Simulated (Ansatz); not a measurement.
Geometry optimisation, RKS PBE0-D4/def2-SVP (Ansatz).

input.yaml

```yaml
crystal:
  periodic: [false, false, false]
  atoms:
    - { symbol: B, position_ang: [-0.53631, 0.87996, -0.92724] }
    - { symbol: C, position_ang: [0.15141, -0.03185, 0.09062] }
    - { symbol: "N", position_ang: [0.26594, 0.23073, 1.36466] }
    - { symbol: Si, position_ang: [0.6358, -1.78962, -0.53907] }
    - { symbol: H, position_ang: [-1.60561, 0.58624, -1.28516] }
    - { symbol: H, position_ang: [-0.04882, 1.88169, -1.26174] }
    - { symbol: H, position_ang: [-0.13236, 1.06852, 1.77177] }
    - { symbol: H, position_ang: [0.77517, -0.36824, 2.00311] }
    - { symbol: H, position_ang: [1.89304, -1.39797, -1.21261] }
total_charge: 1
basis:
  gaussian: { orbitals: def2-SVP }
hamiltonian:
  xc: pbe0
  dispersion: d4
relax:
  f_tol: 0.015
  max_steps: 40
output:
  orbitals: {}
```

Command:

```bash
$ ansatz run input.yaml --threads 1 --pin off --max-ram 2048MiB --backend cpu --events-out ev --progress --plain --runs-dir out
```

**Question.** Where does it end, and by what steps?

**Answer.** It converged. Limits of this set-up: the dipole of an ion depends on the origin. After 26 steps the energy has fallen by 1.143 eV; H9 moved furthest, 1.51 Å. Joined: B1–Si4, B1–H9, Si4–H5.

```json
{"step": "0", "energy less start (eV)": "0.0000", "largest force component (eV/Å)": "0.855", "accepted": "yes"}
{"step": "1", "energy less start (eV)": "-0.0422", "largest force component (eV/Å)": "1.389", "accepted": "yes"}
{"step": "2", "energy less start (eV)": "-0.1442", "largest force component (eV/Å)": "0.402", "accepted": "yes"}
{"step": "3", "energy less start (eV)": "-0.1710", "largest force component (eV/Å)": "0.218", "accepted": "yes"}
{"step": "4", "energy less start (eV)": "-0.1841", "largest force component (eV/Å)": "0.463", "accepted": "yes"}
{"step": "5", "energy less start (eV)": "-0.2058", "largest force component (eV/Å)": "0.414", "accepted": "yes"}
{"step": "6", "energy less start (eV)": "-0.2583", "largest force component (eV/Å)": "0.286", "accepted": "yes"}
{"step": "7", "energy less start (eV)": "-0.3196", "largest force component (eV/Å)": "0.255", "accepted": "yes"}
{"step": "8", "energy less start (eV)": "-0.3873", "largest force component (eV/Å)": "0.321", "accepted": "yes"}
{"step": "9", "energy less start (eV)": "-0.4711", "largest force component (eV/Å)": "0.426", "accepted": "yes"}
{"step": "10", "energy less start (eV)": "-0.5500", "largest force component (eV/Å)": "0.654", "accepted": "yes"}
{"step": "11", "energy less start (eV)": "-0.6996", "largest force component (eV/Å)": "0.445", "accepted": "yes"}
{"step": "12", "energy less start (eV)": "-0.7251", "largest force component (eV/Å)": "0.453", "accepted": "yes"}
{"step": "13", "energy less start (eV)": "-0.7575", "largest force component (eV/Å)": "0.482", "accepted": "yes"}
{"step": "14", "energy less start (eV)": "-0.7905", "largest force component (eV/Å)": "0.235", "accepted": "yes"}
{"step": "15", "energy less start (eV)": "-0.8833", "largest force component (eV/Å)": "0.869", "accepted": "yes"}
{"step": "16", "energy less start (eV)": "-1.0325", "largest force component (eV/Å)": "0.848", "accepted": "yes"}
{"step": "17", "energy less start (eV)": "-1.0428", "largest force component (eV/Å)": "0.701", "accepted": "yes"}
{"step": "18", "energy less start (eV)": "-1.0273", "largest force component (eV/Å)": "0.755", "accepted": "no"}
{"step": "19", "energy less start (eV)": "-1.0935", "largest force component (eV/Å)": "0.689", "accepted": "yes"}
{"step": "20", "energy less start (eV)": "-1.1360", "largest force component (eV/Å)": "0.196", "accepted": "yes"}
{"step": "21", "energy less start (eV)": "-1.0651", "largest force component (eV/Å)": "1.808", "accepted": "no"}
{"step": "22", "energy less start (eV)": "-1.1420", "largest force component (eV/Å)": "0.075", "accepted": "yes"}
{"step": "23", "energy less start (eV)": "-1.1399", "largest force component (eV/Å)": "0.075", "accepted": "no"}
{"step": "24", "energy less start (eV)": "-1.1424", "largest force component (eV/Å)": "0.056", "accepted": "yes"}
{"step": "25", "energy less start (eV)": "-1.1426", "largest force component (eV/Å)": "0.060", "accepted": "yes"}
{"step": "26", "energy less start (eV)": "-1.1429", "largest force component (eV/Å)": "0.008", "accepted": "yes"}
```

```xyz
9
Properties=species:S:1:pos:R:3
B 0.061 0.499 -1.011
C 0.199 -0.076 0.413
N 0.236 0.304 1.633
Si 0.263 -1.590 -0.783
H -0.836 -0.378 -1.452
H -0.066 1.569 -1.534
H 0.161 1.292 1.892
H 0.341 -0.350 2.412
H 1.039 -0.210 -1.567
```

Run time: 55 s on 1 thread of Intel(R) Xeon(R) 6975P-C (Granite Rapids), with other jobs on the host, peak memory 0.17 GiB.
